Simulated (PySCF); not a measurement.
Two species compared at the same levels of theory.

First species: C6H7O3P.
Structure used (GFN2-xTB), in Å, numbered top down from 1:
```
atom  x, y, z in Å
C1     3.2072    0.5423    0.0527
O2     1.8373    0.8872    0.1539
C3     0.9541   -0.1051   -0.0515
O4     1.2653   -1.2421   -0.3121
C5    -0.4001    0.4122    0.0937
P6    -0.7283    2.1150    0.4856
C7    -2.3824    1.6933    0.4403
O8    -2.6621    0.4078    0.1610
C9    -1.5608   -0.3114   -0.0337
C10   -1.7162   -1.7520   -0.3584
H11    3.4214    0.1218   -0.9323
H12    3.7647    1.4623    0.2062
H13    3.4697   -0.1963    0.8134
H14   -3.2455    2.3131    0.6067
H15   -1.0703   -2.3484    0.2819
H16   -2.7537   -2.0494   -0.2312
H17   -1.4075   -1.9383   -1.3861
```

Second species: C4H10O2S.
SMILES: `CCS(=O)(=O)CC`

Levels: PBE0/pcSseg-1 for dipole moment, HOMO energy, LUMO energy and HOMO–LUMO gap; GFN2-xTB for rotational constant A and rotational constant C. Geometries: GFN2-xTB. All species are isolated and taken at one optimised geometry, non-relativistic unless stated. Electronic properties by PySCF.

The conformers computed, where there is a choice (atom-mapped SMILES and torsion angles):
- `[CH3:1][O:2][C:3](=[O:4])[c:5]1[p:6][cH:7][o:8][c:9]1[CH3:10]`: C1–O2–C3–O4 0°, O2–C3–C5–P6 0°
- `[CH3:1][CH2:2][S:3](=[O:4])(=[O:5])[CH2:6][CH3:7]`: C1–C2–S3–O4 -64°, C2–S3–C6–C7 180°

Task: Which of the two has the higher HOMO–LUMO gap, and by how much?

Result: The second: 9.07 eV against 5.81 eV, a difference of 3.26 eV.

Task: Which has the higher rotational constant A?

Result: The second: 4.362 GHz against 1.949 GHz, a difference of 2.413 GHz.

Task: Which of the two has the higher LUMO energy, and by how much?

Result: The second: 0.95 eV against -1.12 eV, a difference of 2.07 eV.

Task: Which of the two has the higher rotational constant C, and by how much?

Result: The second: 1.452 GHz against 0.640 GHz, a difference of 0.812 GHz.

Task: Which of the two has the higher HOMO energy, and by how much?

Result: The first: -6.93 eV against -8.12 eV, a difference of 1.19 eV.

Task: Which of the two has the higher dipole moment, and by how much?

Result: The second: 4.32 D against 0.38 D, a difference of 3.94 D.

On the first: The dipole equals about 1.3 × 10⁻³⁰ C·m (1 D = 3.33564 × 10⁻³⁰ C·m). GFN2-xTB frequencies show an imaginary mode (69i cm⁻¹), so this geometry is no minimum at that level.

On the second: The dipole equals about 14.4 × 10⁻³⁰ C·m (1 D = 3.33564 × 10⁻³⁰ C·m). A dipole of 4.32 D is allowed in C2v, and pure rotational transitions are dipole-allowed.
